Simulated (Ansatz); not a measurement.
Cu4Os⁺, relaxed as a doublet with UKS B3LYP-D4/def2-SVP in Ansatz, starting from the B3LYP-D4/def2-SVP geometry of the neutral singlet. Force threshold 0.02 eV/Å.

In the def2 sets Os takes a core potential; there is no spin–orbit coupling. The relaxed charge 1 doublet is spin-contaminated (final ⟨S²⟩ up to 0.89, 0.75 for a pure state). Another isomer (singlet) lies 0.13 eV lower at PBE0-D4/def2-TZVP.

Start:

```xyz
5

Os    0.151   -0.930    0.635
Cu    1.078    1.335    0.454
Cu   -1.193   -1.250   -1.320
Cu    0.934   -0.028   -1.509
Cu   -0.969    0.874    1.740
```

```
step   energy (eV)  largest force component (eV/Å)  SCF passes
   1  -181005.0589                           0.647          64
   2  -181005.0854                           0.103          46
   3  -181005.0876                           0.045          46
   4  -181005.0880                           0.001          48
```

Force components are those of the run's own axes.

End:

```
atom   x (Å)   y (Å)   z (Å)
 Os1   0.173  -0.963   0.656
 Cu2   1.064   1.345   0.472
 Cu3  -1.191  -1.247  -1.351
 Cu4   0.917  -0.040  -1.524
 Cu5  -0.963   0.904   1.747
```

By distances, no bond broke or formed. The bond that changes most is Os1–Cu5, from 2.39 to 2.44 Å (atoms count from 1).

No frequencies were taken in this run, so the end may be a saddle point.

Run time 43 s (4 threads of Arm Neoverse V2 on a shared host), peak host memory 1 GiB.
